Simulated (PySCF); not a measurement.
F2GaH2N, SMILES [NH2][Ga]([F])[F]. Geometry optimised at r2SCAN-D4/def2-SVP. One conformer was computed; it need not be the lowest.

These are PySCF 2.14.0 with r2SCAN-D4/def2-SVP values and carry that method's errors.

Harmonic wavenumbers (cm⁻¹): 158, 159, 192, 241, 355, 674, 737, 764, 775, 1508, 3595, 3710. Rotational constants (GHz): 6.016, 5.737, 2.939; symmetry number 1.

Question: Work out the zero-point energy and the ideal-gas rigid-rotor harmonic-oscillator thermochemistry at 298.15 K and 1 atm.

Answer: ZPE = ½ Σ hcν = ½ × 12868 cm⁻¹ = 18.40 kcal/mol. H − E(el) = 22.70 kcal/mol. Entropy in cal/(mol K): translation 40.35, rotation 25.56, vibration 11.37, total 77.28. G − E(el) = -0.34 kcal/mol. Cp = 20.05 cal/(mol K).
